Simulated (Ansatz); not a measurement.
Relaxation of B(CNMe)H3 (C₂H₆BN) with RKS r2SCAN-D4/def2-SVP.

```sh
$ ansatz run in.yaml --threads 4 --pin off --events-out ev --progress --plain --max-ram 3916MiB
```

```yaml
crystal:
  periodic: [false, false, false]
  atoms:
    - {symbol: B, position_ang: [0.000540, 0.005720, -2.055000]}
    - {symbol: C, position_ang: [0.001390, 0.000290, -0.547370]}
    - {symbol: N, position_ang: [0.003040, -0.003450, 0.618470]}
    - {symbol: C, position_ang: [-0.000540, -0.005480, 2.011250]}
    - {symbol: H, position_ang: [-1.030240, -0.016140, 2.374520]}
    - {symbol: H, position_ang: [0.503970, 0.890120, 2.379860]}
    - {symbol: H, position_ang: [0.521310, -0.892190, 2.377150]}
    - {symbol: H, position_ang: [1.145490, 0.008520, -2.387620]}
    - {symbol: H, position_ang: [-0.573760, 0.998180, -2.381300]}
    - {symbol: H, position_ang: [-0.571210, -0.985560, -2.389960]}
basis:
  gaussian: {orbitals: def2-SVP}
hamiltonian: {xc: r2scan, dispersion: d4}
scf: {omitted_lower_state_checks: [starts]}
output: {orbitals: {seedname: orbitals}}
relax: {f_tol: 0.02, max_steps: 100}
```

It took 7.5 s on 4 threads of Arm Neoverse V1 on a shared host.

Positions (Å) and forces (eV/Å) at steps 1, 2, 3, 4, 5, 6 of 6:

```xyz
10
step=1 energy=-4330.9672 eV
B     0.001    0.006   -2.055    0.000   -0.005    0.055
C     0.001    0.000   -0.547    0.007   -0.002    0.171
N     0.003   -0.003    0.618   -0.005    0.002   -0.151
C    -0.001   -0.005    2.011    0.002   -0.002    0.109
H    -1.030   -0.016    2.375   -0.255   -0.003    0.195
H     0.504    0.890    2.380    0.125    0.217    0.197
H     0.521   -0.892    2.377    0.130   -0.216    0.197
H     1.145    0.009   -2.388    0.700    0.003   -0.257
H    -0.574    0.998   -2.381   -0.353    0.610   -0.257
H    -0.571   -0.986   -2.390   -0.349   -0.604   -0.259
10
step=2 energy=-4331.0180 eV
B     0.001    0.006   -2.069   -0.001   -0.001   -0.096
C     0.001    0.000   -0.546    0.004   -0.001    0.325
N     0.003   -0.003    0.624   -0.005    0.002   -0.216
C    -0.001   -0.006    2.027    0.001   -0.001    0.077
H    -1.033   -0.016    2.401   -0.072   -0.001    0.035
H     0.505    0.892    2.407    0.036    0.062    0.036
H     0.523   -0.894    2.404    0.037   -0.062    0.036
H     1.164    0.009   -2.417    0.222    0.001   -0.065
H    -0.583    1.014   -2.411   -0.112    0.193   -0.065
H    -0.580   -1.001   -2.419   -0.110   -0.192   -0.066
10
step=3 energy=-4331.0241 eV
B     0.000    0.006   -2.076    0.000    0.000   -0.068
C     0.001    0.000   -0.543    0.003    0.000   -0.007
N     0.003   -0.003    0.626   -0.005    0.001    0.041
C    -0.001   -0.006    2.033    0.002   -0.001    0.045
H    -1.035   -0.016    2.409    0.003    0.000   -0.010
H     0.506    0.894    2.415   -0.001   -0.002   -0.010
H     0.524   -0.896    2.412   -0.001    0.002   -0.010
H     1.174    0.009   -2.426    0.004    0.000    0.006
H    -0.588    1.023   -2.421   -0.002    0.004    0.006
H    -0.586   -1.010   -2.428   -0.002   -0.004    0.006
10
step=4 energy=-4331.0243 eV
B     0.001    0.006   -2.078    0.000    0.000   -0.013
C     0.001    0.001   -0.543    0.003    0.000    0.026
N     0.003   -0.003    0.627   -0.004    0.002   -0.030
C    -0.001   -0.006    2.034    0.002   -0.001    0.019
H    -1.035   -0.017    2.410    0.001    0.000   -0.003
H     0.507    0.894    2.415   -0.001   -0.001   -0.003
H     0.524   -0.896    2.412   -0.001    0.001   -0.003
H     1.175    0.009   -2.426   -0.002    0.000    0.003
H    -0.588    1.024   -2.421    0.001   -0.002    0.002
H    -0.586   -1.011   -2.429    0.001    0.002    0.003
10
step=5 energy=-4331.0242 eV rejected
B     0.001    0.006   -2.079    0.001    0.001   -0.001
C     0.001    0.001   -0.543   -0.001    0.000   -0.030
N     0.001   -0.002    0.626    0.000    0.000    0.087
C    -0.001   -0.006    2.036   -0.003    0.001   -0.073
H    -1.035   -0.017    2.411   -0.012    0.000    0.006
H     0.507    0.894    2.415    0.007    0.013    0.006
H     0.525   -0.896    2.410    0.008   -0.014    0.006
H     1.175    0.008   -2.425    0.001    0.000   -0.001
H    -0.588    1.024   -2.421    0.000    0.000   -0.001
H    -0.586   -1.011   -2.428    0.000   -0.001    0.000
10
step=6 energy=-4331.0243 eV
B     0.001    0.006   -2.079    0.000    0.000    0.000
C     0.001    0.001   -0.543    0.002    0.000   -0.004
N     0.002   -0.003    0.627   -0.003    0.001    0.005
C    -0.001   -0.006    2.035    0.001   -0.001   -0.002
H    -1.035   -0.017    2.410    0.000    0.000    0.001
H     0.507    0.894    2.414    0.000    0.000    0.000
H     0.524   -0.897    2.411    0.000    0.000    0.000
H     1.175    0.008   -2.425    0.000    0.000    0.000
H    -0.588    1.024   -2.421    0.000    0.000    0.000
H    -0.586   -1.011   -2.428    0.000    0.000    0.000
```
